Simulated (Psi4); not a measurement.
Complex: N2 (SMILES N#N) (first 2 atoms) with N2 (SMILES N#N); geometry from B3LYP-D3(BJ)/def2-TZVP.
(charge 0, multiplicity 1):
| atom | x (Å) | y (Å) | z (Å) |
|---|---|---|---|
| N | -0.3846 | -0.1012 | -0.5654 |
| N | 0.4510 | 0.1482 | 0.0899 |
| N | -0.4306 | -0.2018 | 3.3095 |
| N | 0.3642 | 0.1548 | 3.9660 |

Level of theory: SAPT0/jun-cc-pV(D+d)Z run with Psi4.

Task: Which attractive term is largest, and how does the interaction split up?

Result: electrostatics -0.17, exchange 0.47, induction -0.03, dispersion -0.40, total -0.13 kcal/mol; the largest attraction is dispersion.
